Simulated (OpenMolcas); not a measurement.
Computed levels of 3d in ions with 19 electrons, in cm-1 above ²D_3/2.

```yaml
Program: OpenMolcas 26.06
Method: CASSCF
Basis: ANO-RCC-VQZP
Scalar_Hamiltonian: DKH2, point nucleus
Spin-orbit_coupling: state interaction with AMFI integrals over the reference wave functions, term energies averaged over their components
```

Active space for each ion: 1 electron in 10 orbitals (3d 4d).

| Level | Sc2+ | Ti3+ | Cr5+ | Mn6+ | Fe7+ |
| --- | --- | --- | --- | --- | --- |
| ²D_5/2 | 208 | 380 | 909 | 1300 | 1810 |

Estimate ²D_5/2 for V4+ from its neighbours Ti3+ and Cr5+.

²D_5/2 is fine structure, which grows about as the fourth power of a screened charge, so the fourth roots are averaged: ((380^0.25 + 909^0.25) / 2)^4 = 602. The calculation gives 596, so the estimate is off by +1.0 %; the measured value is 625 (Sugar and Corliss, J. Phys. Chem. Ref. Data 7, 1191 (1978)).

With one active electron outside closed inactive shells, the extra shells (4d) add no correlation to the reference. With one active electron the reference holds no correlation, so core polarisation is missing. Measured partners are found by configuration, term and J. A level has none where our copy of the source lacks it or the pairing is in doubt (some pairs that miss far off the trend of their configuration count as doubtful), and it then counts in no deviation. Only configurations of the active space appear.
